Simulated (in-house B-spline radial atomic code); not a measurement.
A run on an ion of nuclear charge 66 with 66.4 electrons that did not converge. Method: scalar-relativistic (X2C) wB97X, spin-polarised, spherical fractional occupations, Fermi nucleus of rms radius 5.2218 fm; computed with an all-electron radial atomic-structure program (B-spline basis).

Command:
```bash
python run_scf.py task.json out
```
Settings (nuclear radius in fm, mass in u):
```
Z                66
configuration    [Xe] 4f10.4 6s2
hamiltonian      x2c
method           wb97x
spin_polarised   True
nucleus          fermi
rms_radius       5.2218
atomic_mass      163.92918
speed_of_light   137.035999084
```

First and last ten iterations of the last attempt (damped for 15 steps, keeping 80 % of the old Fock matrix, then DIIS):
```
 iter        energy (Eh)    residual
    1      -12103.119566    7.84e-01
    2      -12107.806709    1.39e+00
    3      -12131.794675    8.95e-01
    4      -12144.815488    5.54e-01
    5      -12151.422890    3.56e-01
    6      -12154.533134    2.35e-01
    7      -12155.899219    1.59e-01
    8      -12156.479872    1.03e-01
    9      -12156.737613    6.89e-02
   10      -12156.866109    5.46e-02
  111      -12157.007740    2.51e-02
  112      -12157.008732    2.49e-02
  113      -12156.824331    4.68e-02
  114      -12156.054932    9.34e-02
  115      -12156.992016    2.81e-02
  116      -12156.808325    4.90e-02
  117      -12157.004302    2.62e-02
  118      -12157.008577    2.55e-02
  119      -12156.964091    3.23e-02
  120      -12156.862836    4.38e-02
 not converged after 120 iterations
```

The smallest residual met was 2.4e-02; the threshold is about 7e-07. No energy from this run should be used. Run time, properties included: 37 s on 1 thread of Arm Neoverse V1, on a shared host.
